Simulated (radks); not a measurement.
Task: Radial electron density D(r) = 4 pi r^2 rho(r) of an atom or ion with 12 electrons. Method: scalar-relativistic Kohn-Sham, SCAN, spin-unpolarised, spherical densities, finite nucleus; meta-GGA in the generalised Kohn-Sham scheme; Fermi nuclear charge, rms radius of each element as measured or else 0.836 A^(1/3) + 0.57 fm; computed with a radial shooting solver on a logarithmic mesh with Libxc functionals.

| r (bohr) | D(r) (e/bohr) |
|---|---|
| 0.005981 | 0.8506 |
| 0.007604 | 1.306 |
| 0.009589 | 1.951 |
| 0.01219 | 2.908 |
| 0.01537 | 4.194 |
| 0.01939 | 5.899 |
| 0.02465 | 8.125 |
| 0.03108 | 10.64 |
| 0.0392 | 13.27 |
| 0.04983 | 15.63 |
| 0.06284 | 16.98 |
| 0.07925 | 16.89 |
| 0.1007 | 15.21 |
| 0.1271 | 12.79 |
| 0.1615 | 10.95 |
| 0.2037 | 11.12 |
| 0.2569 | 13.19 |
| 0.3266 | 15.55 |
| 0.4118 | 15.66 |
| 0.5194 | 12.69 |
| 0.6603 | 7.821 |
| 0.8327 | 3.892 |
| 1.05 | 2.053 |
| 1.335 | 1.670 |
| 1.684 | 1.421 |
| 2.14 | 0.8174 |
| 2.699 | 0.2845 |
| 3.404 | 0.05330 |
| 4.327 | 0.004307 |
| 5.457 | 0.0001518 |

What is the nuclear charge?

Result: Z = 15. The innermost maximum, from 1s, lies near gamma/Z bohr with gamma = sqrt(1 - (Z/c)^2) = 0.994, here 0.0663 bohr (found: 0.0697), and its height grows with Z. The density is that of the phosphorus ion P3+ in [Ne] 3s2; the configuration itself is not fixed sharply by these data, and Z only to about a unit. D(r) has 2 maxima, at r = 0.0697, 0.371 bohr, and minima at 0.178 bohr, inside which lie 2.18 electrons.
